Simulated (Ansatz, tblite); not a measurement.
Removing and adding an electron: S-phenylthianthrenium bistriflimide (C₂₀H₁₃F₆NO₄S₄). The state is a singlet with charge 0. Geometry: PBE-D4/def2-SVP. Ansatz, gas phase; energy differences of separate SCF runs; the oxidised species was run as a doublet alone; the reduced species was run as a doublet alone.

```xyz
48

O    -1.461   -2.682    0.200
S    -2.620   -1.814    0.514
O    -3.631   -2.224    1.507
N    -1.978   -0.316    0.779
S    -2.935    0.989    1.026
O    -4.219    0.957    0.297
O    -2.053    2.181    0.947
C    -3.435    0.929    2.861
F    -2.396    0.533    3.632
F    -4.454    0.095    3.050
F    -3.793    2.164    3.242
C    -3.567   -1.722   -1.153
F    -3.357   -2.882   -1.797
F    -4.872   -1.564   -0.953
F    -3.103   -0.722   -1.921
C     1.229    3.257    2.511
C     1.772    3.138    1.219
C     1.620    1.948    0.497
C     0.916    0.890    1.097
S     0.634   -0.670    0.268
C     2.340   -1.194   -0.099
C     3.428   -0.790    0.689
C     4.680   -1.390    0.488
C     4.837   -2.381   -0.495
C     3.752   -2.766   -1.292
C     2.486   -2.181   -1.095
S     1.116   -2.735   -2.081
C     0.295   -1.190   -2.395
C    -0.204   -0.934   -3.687
C    -0.871    0.267   -3.954
C    -1.038    1.229   -2.945
C    -0.557    0.991   -1.651
C     0.104   -0.218   -1.398
C     0.371    0.989    2.383
C     0.534    2.187    3.092
H     1.341    4.202    3.063
H     2.311    3.983    0.765
H     2.037    1.844   -0.515
H     3.295   -0.025    1.466
H     5.533   -1.083    1.109
H     5.819   -2.850   -0.653
H     3.876   -3.519   -2.084
H    -0.052   -1.683   -4.477
H    -1.264    0.454   -4.964
H    -1.581    2.163   -3.149
H    -0.762    1.700   -0.835
H    -0.212    0.157    2.799
H     0.088    2.286    4.092
```

The xTB rows come from tblite. Single mean-field runs in def2-SVP are fitted with def2-universal-jkfit. HOMO above LUMO, or a gap near zero within one spin, warns that the state may not be the lowest or that an electron is smeared out.

```tsv
level	−HOMO (eV)	vertical IE (eV)	−LUMO (eV)	vertical EA (eV)	HOMO–LUMO gap (eV)	IE − EA (eV)	remarks
GFN1-xTB	11.81	13.85	9.04	7.06	2.77	6.79	–
PBE0-D4/def2-SVP	7.07	8.45	1.98	0.79	5.09	7.67	HOMO above zero (-1 doublet)
ωB97M-V/def2-SVP	9.05	8.69	-0.03	0.39	9.08	8.30	–
```

(1) Estimate the rows for GFN2-xTB, PBE-D4/def2-SVP.

## Answers

(1) 
| level | −HOMO (eV) | vertical IE (eV) | −LUMO (eV) | vertical EA (eV) | HOMO–LUMO gap (eV) | IE − EA (eV) | remarks |
| --- | --- | --- | --- | --- | --- | --- | --- |
| GFN2-xTB | 10.80 | 12.87 | 8.11 | 6.19 | 2.69 | 6.68 | – |
| PBE-D4/def2-SVP | 5.90 | – | 2.73 | 0.94 | 3.17 | – | HOMO above zero (-1 doublet), gap within one spin near zero (-1 doublet) |

Relaxing the reduced species (PBE-D4/def2-SVP) changes its energy by -0.31 eV at PBE-D4/def2-SVP, so the adiabatic electron affinity to this nearest minimum is 1.25 eV. At PBE0-D4/def2-SVP it is 1.09 eV. The highest occupied level of the relaxed charge -1 doublet lies above zero (up to 0.32 eV). By energy differences its removal costs 1.25 eV (each at its own geometry, to the charge 0 singlet, at PBE-D4/def2-SVP); self-interaction error and the lack of diffuse functions both raise the level.  Run but left out: PBE-D4/def2-SVP (charge +1 doublet: an occupied level 0.02 eV above an empty one).   A HOMO above zero means that the electron is unbound at that level or that self-interaction error raises the level; the energy of removing that electron tells which. Raw xTB energy differences between charge states are shifted by several eV; the methods need an empirical correction for them. Sets without diffuse functions give affinities that are too small.
